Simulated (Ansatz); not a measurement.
Gas-phase electronic energies from Ansatz, PBE0-D4/def2-TZVP geometries. CCSD(T)/CBS is the MP2 limit (def2-TZVPP, def2-QZVPP) plus CCSD(T) − MP2 in def2-TZVPP, frozen cores. This one scheme is used for every species. DFT in def2-TZVPP. Each species was taken in one conformer, which may not be the lowest.

`C[SiH2]C` + `N[SiH3]` → `C[SiH2]N[SiH3]` + CH₄  (ligand exchange at the Si–C bond)

`C[SiH2]C`:

Z-matrix (Å, degrees):
```
C
Si 1 1.872
H 1 1.093 2 110.9
H 1 1.092 2 111.0 3 120.0
H 1 1.093 2 110.9 3 -120.0
C 2 1.872 1 111.5 3 60.0
H 2 1.491 1 109.5 3 -178.7
H 2 1.491 1 109.5 3 -61.3
H 6 1.092 2 111.0 1 -180.0
H 6 1.093 2 110.9 1 -60.0
H 6 1.093 2 110.9 1 60.0
```

`N[SiH3]`:

```xyz
7

N    -0.361   -0.122   -0.996
Si    0.322    0.045    0.573
H    -0.640    0.700   -1.508
H    -0.985   -0.889   -1.188
H     1.396    1.070    0.497
H    -0.618    0.467    1.655
H     0.887   -1.271    0.968
```

`C[SiH2]N[SiH3]`:

Z-matrix (Å, degrees):
```
C
Si 1 1.865
H 1 1.094 2 110.6
H 1 1.093 2 110.9 3 120.2
H 1 1.093 2 111.0 3 -119.6
N 2 1.730 1 112.8 3 179.6
H 2 1.491 1 108.4 3 57.3
H 2 1.487 1 110.4 3 -61.8
Si 6 1.724 2 128.4 1 114.8
H 6 1.011 2 115.9 1 -70.0
H 9 1.489 6 109.9 2 -142.1
H 9 1.491 6 113.5 2 97.9
H 9 1.485 6 108.1 2 -22.2
```

CH₄:

```xyz
5

C     0.000    0.000    0.000
H     0.389    0.890    0.494
H    -1.059    0.138   -0.217
H     0.127   -0.863    0.653
H     0.543   -0.165   -0.930
```

CCSD(T)/CBS gives -0.70 eV.

**Question.** Another level gave -0.67 eV. Which?
A. CAM-B3LYP-D4/def2-TZVPP
B. BHLYP-D4/def2-TZVPP
C. r2SCANh/def2-TZVPP
D. PBE/def2-TZVPP

**Answer.** C. r2SCANh -0.67, PBE -0.59, BHLYP-D4 -0.76, CAM-B3LYP-D4 -0.72 eV.

Largest T1 diagnostic among the species: 0.010.

Leaving LDA and LC-ωPBE aside and taking each functional with its dispersion term where it has one, the values, not all of them listed here, spread over 0.13 eV, from BHLYP-D4 to PBE-D4. From BLYP to BHLYP (50 % exact exchange), in def2-TZVPP and without D4, ΔE moves by −0.06 eV. The D4 term adds −0.06 eV with B3LYP and −0.03 eV with PBE0; it sums over pairs of atoms, weighted by their polarisabilities, and B3LYP, whose exchange is more repulsive, gets the larger term.

B3LYP here is the variant with VWN-RPA as its local correlation; programs differ in this.
